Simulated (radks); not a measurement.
Ionisation of the caesium ion Cs3+, [Kr] 4d10 5s2 5p4, to [Kr] 4d10 5s2 5p3 as the strength of local exchange is varied. Calculated with a radial shooting solver on a logarithmic mesh with Libxc functionals: Dirac Kohn-Sham, Slater X-alpha exchange (alpha = 2/3 is LDA exchange), no correlation, spin-unpolarised, spherical densities, finite nucleus; open shells fill j = l - 1/2 first; Fermi nuclear charge, rms radius 4.8041 fm.

| alpha | E(Cs3+) (hartree) | exchange (hartree) | IE (eV) | -e of the level emptied (eV) | <r> of it (bohr) |
|---|---|---|---|---|---|
| 0.667 | -7776.5701 | -180.4454 | 43.167 | 37.580 (5p3/2) | 1.948 |
| 0.799 | -7812.3557 | -217.0659 | 45.344 | 39.693 (5p3/2) | 1.911 |
| 0.805 | -7813.9858 | -218.7376 | 45.444 | 39.790 (5p3/2) | 1.910 |
| 0.822 | -7818.6064 | -223.4775 | 45.728 | 40.067 (5p3/2) | 1.905 |
| 1.008 | -7869.3235 | -275.6627 | 48.899 | 43.154 (5p3/2) | 1.856 |

NIST Atomic Spectra Database: 43 +/- 1.7 eV (theoretical). The central value is not met in this range of alpha. Spin polarisation and multiplet splitting are left out, so open shells lie too high by an amount that depends on their filling.

Beside tabulated values, note that spin-unpolarised runs miss the spin-polarisation part of the exchange energy of open shells.
